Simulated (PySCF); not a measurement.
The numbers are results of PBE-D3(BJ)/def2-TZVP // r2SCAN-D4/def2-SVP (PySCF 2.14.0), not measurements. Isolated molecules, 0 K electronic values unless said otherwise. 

Reference species: [Hf(Cl)4] (neutral, multiplicity 1).

```json
{
 "mean_distance_from_the_central_atom_to_its_bonded_neighbours": "2.333 Å",
 "HOMO–LUMO gap": "5.29 eV",
 "charge on the central atom (Mulliken)": "1.08 e",
 "coordination_number": "4"
}
```

Changed species: [Hf(F)4] (4 of 4 Cl replaced by F; the reference has 0 of 4 Cl replaced by F).

Question: Give the shifts of the mean distance from the central atom to its bonded neighbours, HOMO–LUMO gap, charge on the central atom (Mulliken) and coordination number.

Answer: the mean distance from the central atom to its bonded neighbours drops by 0.425 Å, to 1.908 Å; the HOMO–LUMO gap increases by 3.16 eV, to 8.45 eV; the charge on the central atom (Mulliken) rises by 0.45 e, to 1.53 e; the coordination number stays essentially unchanged.
